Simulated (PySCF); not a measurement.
The potential of point charges around `CCO[Si@@H](F)O[SiH3]`

Species: `CCO[Si@@H](F)O[SiH3]`. Coordinates (GFN2-xTB, Å) and charges (e) from the PBE0/pcSseg-1 density (PySCF):

```
atom       x       y       z  Mulliken      IAO  Hirshfeld  ESP-fitted
  C1  -2.628  -0.030  -0.090   -0.3328  -0.4360    -0.1224     -0.2449
  C2  -1.720  -0.895   0.768   +0.0593  -0.0366    +0.0180     +0.3031
  O3  -0.371  -0.515   0.690   -0.6222  -0.6456    -0.2252     -0.5457
 Si4   0.602  -0.276  -0.560   +1.2201  +1.5453    +0.5213     +1.1351
  F5   0.124   1.019  -1.389   -0.4307  -0.5420    -0.2094     -0.3731
  O6   2.050   0.023   0.044   -0.7009  -0.8846    -0.3018     -0.5726
 Si7   3.164   0.903   0.835   +0.7381  +0.8923    +0.4047     +0.6162
  H8  -2.504   1.016   0.176   +0.1295  +0.1531    +0.0453     +0.0893
  H9  -3.664  -0.319   0.061   +0.1190  +0.1490    +0.0499     +0.0606
 H10  -2.373  -0.148  -1.140   +0.1239  +0.1440    +0.0409     +0.0597
 H11  -1.808  -1.946   0.466   +0.1069  +0.1274    +0.0396     -0.0133
 H12  -1.998  -0.811   1.824   +0.1177  +0.1487    +0.0467     +0.0201
 H13   0.730  -1.353  -1.515   -0.1693  -0.1870    -0.0760     -0.1887
 H14   4.298  -0.014   0.918   -0.1233  -0.1400    -0.0787     -0.1211
 H15   3.449   2.084   0.021   -0.1174  -0.1437    -0.0770     -0.1115
 H16   2.641   1.272   2.149   -0.1179  -0.1442    -0.0762     -0.1134
```

Points outside the species (Å): A (-1.2, 3.9, 2.2); B (-10.2, -2.3, 1.9); C (1.4, 2.4, -4.9); D (-0.4, 4.7, -0.7).

Problem. Find the potential V = 14.3996 V·Å × Σ q/r of each set of charges at these points.

Solution. In volts:

```tsv
point	nearest atom	distance (Å)	Mulliken	IAO	Hirshfeld	ESP-fitted
A	H8	3.76	-0.152	-0.196	-0.061	-0.065
B	H9	7.07	+0.076	+0.056	+0.032	+0.053
C	F5	3.98	-0.288	-0.322	-0.155	-0.206
D	F5	3.78	-0.319	-0.393	-0.161	-0.216
```

Problem. How far are the other sets from the ESP-fitted one at these points?

Solution. Root-mean-square difference: Hirshfeld 0.039 V, Mulliken 0.080 V, IAO 0.124 V. The ESP scheme fits charges at the nuclei, held to the total charge, to the electrostatic potential on points at 1.4 to 2.0 times the van der Waals radii.

Problem. What energy would a point charge of -2 e have at D in the field of the ESP charges, leaving out polarisation?

Solution. +0.433 eV = +41.7 kJ/mol, a repulsion.

Isolated species at its GFN2-xTB geometry (one conformer only).

The run behind these numbers computed NMR shieldings as well. On Arm Neoverse N1, one thread, on a shared host, this took 59 s wall (with the writing of density and orbital grids) and 0.81 GiB of memory at its peak.

Shape of the structure used: `[CH3:1][CH2:2][O:3][Si@@H:4]([F:5])[O:6][SiH3:7]`: C1–C2–O3–Si4 -52°, C2–O3–Si4–F5 68°, O3–Si4–O6–Si7 -70°.
